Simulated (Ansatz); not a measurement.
`S[SiH]1BO1` and `B[SiH]1BO1` differ in one atom or group.

Ansatz, PBE0-D4/def2-TZVP geometries, multiplicity 1. Each molecule was computed in one conformer, which needn't be the lowest.

| property | `S[SiH]1BO1` |
| --- | --- |
| HOMO–LUMO gap (B3LYP/def2-TZVPP) / eV | 5.48 |
| ideal-gas entropy at 298 K and 1 bar (rigid rotor, harmonic PBE0-D4/def2-TZVP) / J/(mol·K) | 309 |
| HOMO–LUMO gap (PBE/def2-TZVPP) / eV | 3.75 |
| HOMO energy (B3LYP/def2-TZVPP) / eV | -6.92 |
| size of the dipole moment (ωB97M-V/def2-TZVPP) / D | 1.25 |
| size of the dipole moment (PBE/def2-TZVPP) / D | 1.11 |

(1) What does the change do to each property? (Best estimate.)

Results:

(1) The calculation gave: 
| property | `B[SiH]1BO1` | shift |
| --- | --- | --- |
| HOMO–LUMO gap (B3LYP/def2-TZVPP) / eV | 3.92 | -1.56 |
| ideal-gas entropy at 298 K and 1 bar (rigid rotor, harmonic PBE0-D4/def2-TZVP) / J/(mol·K) | 304 | -5 |
| HOMO–LUMO gap (PBE/def2-TZVPP) / eV | 2.49 | -1.26 |
| HOMO energy (B3LYP/def2-TZVPP) / eV | -6.75 | 0.17 |
| size of the dipole moment (ωB97M-V/def2-TZVPP) / D | 0.88 | -0.37 |
| size of the dipole moment (PBE/def2-TZVPP) / D | 0.66 | -0.45 |

With PBE0 the HOMO rises by 0.19 eV and the LUMO falls by 1.43 eV, so the gap narrows by about 1.62 eV. PBE moves the HOMO by -0.03 eV and ωB97M-V by 0.31 eV. The zero-point energy changes by 26.4 kJ/mol with +3 modes. Dipoles are sizes alone; their direction can turn.

B3LYP here is the variant with VWN-RPA as its local correlation; programs differ in this.
